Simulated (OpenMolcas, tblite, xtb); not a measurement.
## BCl2F (dichlorofluoroborane): methods side by side

The species is BCl2F (4 atoms), meant as a singlet with charge 0. SMILES: `FB(Cl)Cl`. Geometry: relaxed at PBE0-D4/def2-TZVP.

```xyz
4

F     0.1144   -1.1653   -0.7812
B     0.0079   -0.0806   -0.0540
Cl   -1.5495    0.3738    0.5714
Cl    1.4273    0.8721    0.2638
```

Quantity: the HOMO–LUMO gap, in eV. The values are calculated.

```csv
level,kind,program,value (eV),CPU time
GFN1-xTB,semi-empirical,tblite,5.89,under 2 s
GFN0-xTB,semi-empirical,xtb,5.81,under 2 s
HF/6-311+G**,Hartree–Fock,OpenMolcas,14.17,13 s
SVWN5/6-311+G**,LDA,OpenMolcas,5.80,20 s
PBE/6-311+G**,GGA,OpenMolcas,5.94,24 s
revPBE/6-311+G**,GGA,OpenMolcas,6.00,27 s
r2SCAN/6-311+G**,meta-GGA,OpenMolcas,6.67,32 s
M06-2X/6-311+G**,hybrid meta-GGA,OpenMolcas,10.68,31 s
B2PLYP/6-311+G**,double hybrid,OpenMolcas,11.10,22 s
```

The values span 5.80 to 14.17 eV. Orbital gaps aren't excitation energies, and those of double hybrids come from the SCF part alone; they tend to grow with the share of exact exchange. Times are those of the runs behind each value, whatever else they computed, on shared processors of several kinds: orders of magnitude only.
